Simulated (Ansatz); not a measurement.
Program: Ansatz. Geometries: PBE0-D4/def2-TZVP. ΔE: electronic, gas phase. CCSD(T)/CBS is the MP2 limit (def2-TZVPP, def2-QZVPP) plus CCSD(T) − MP2 in def2-TZVPP, frozen cores. This one scheme is used for every species. One conformer a species, not always the lowest.

Reaction (cleavage of the Al–Si bond): `C[CH2][Al]([F])[SiH3]` + H–F → `C[CH2][Al]([F])[F]` + SiH₄

| species | CCSD(T)/CBS(def2) energy (Eh) |
| --- | --- |
| `C[CH2][Al]([F])[SiH3]` | -711.88239 |
| H–F | -100.39570 |
| `C[CH2][Al]([F])[F]` | -520.88510 |
| SiH₄ | -291.46306 |

Question: Work out ΔE.

Answer: ΔE = (-520.88510) + (-291.46306) − (-711.88239) − (-100.39570) = -0.07007 Eh = -184.0 kJ/mol.

Largest T1 diagnostic among the species: 0.012.

From PBE to PBE0 (25 % exact exchange), in def2-TZVPP and without D4, ΔE moves by −3.4 kJ/mol. In def2-TZVPP, CCSD(T) changes the Hartree–Fock value by +23.9 kJ/mol (the triples alone add +3.5 kJ/mol) and MP2 by +16.0 kJ/mol.
